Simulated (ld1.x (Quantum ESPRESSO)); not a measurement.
**La (Z = 57): RRKJ pseudisation with PBE, scalar-relativistic reference atom.**

```json
{
 "Element": "lanthanum",
 "Generator": "ld1.x (Quantum ESPRESSO) 7.5",
 "Type": "norm-conserving RRKJ (Kleinman–Bylander form)",
 "Functional": "PBE",
 "Relativity": "scalar-relativistic",
 "Frozen core": "[Kr] 4d10",
 "Valence charge": "11",
 "Reference configuration": "4f0 5s2 5p6 5d1 6s0 6p0 (charge +2)",
 "Partial waves": "5p (bound): rc 2.55 bohr; 5d (bound): rc 3.15 bohr; 4f (bound, empty): rc 1.85 bohr; 5s (bound): rc 1.70 bohr",
 "Local potential": "the s channel",
 "Core correction": "Bessel-smoothed model core inside 0.90 bohr"
}
```

Q: Does the generator finish with these settings?

A: Yes, a potential is produced.

Q: Estimate the cutoffs (Ry, on a coarse ladder) from which the occupation-weighted sum of valence levels, in a spherical-Bessel basis at the reference potential, stays within 10 and 1 mRy of its value at 400 Ry.

A: 45 Ry and 80 Ry.

Q: Does the potential have ghost states?

A: No extra level below or beside the all-electron valence levels (p, d, f, s tested).

Q: Which valence shell sets the plane-wave cutoff?

A: 5s: its level needs 70 Ry to come within 1 mRy, against 21 Ry for 5p.

Q: Tests: 4f0 5s2 5p6 5d1 6s2 6p0; 4f0 5s2 5p6 5d1 6s1 6p0; 4f0 5s2 5p6 5d0 6s0 6p0; 4f0 5s2 5p5 5d1 6s2 6p0; 4f0 5s2 5p6 5d1 6s1.5 6p0; 4f0 5s2 5p6 5d0 6s2 6p0; 4f0 5s2 5p6 5d2 6s1 6p0. Which has the largest error in its energy relative to the reference configuration, and how large is it?

A: 4f0 5s2 5p5 5d1 6s2 6p0, with +210 meV (all-electron minus pseudo) on +10.12 eV.
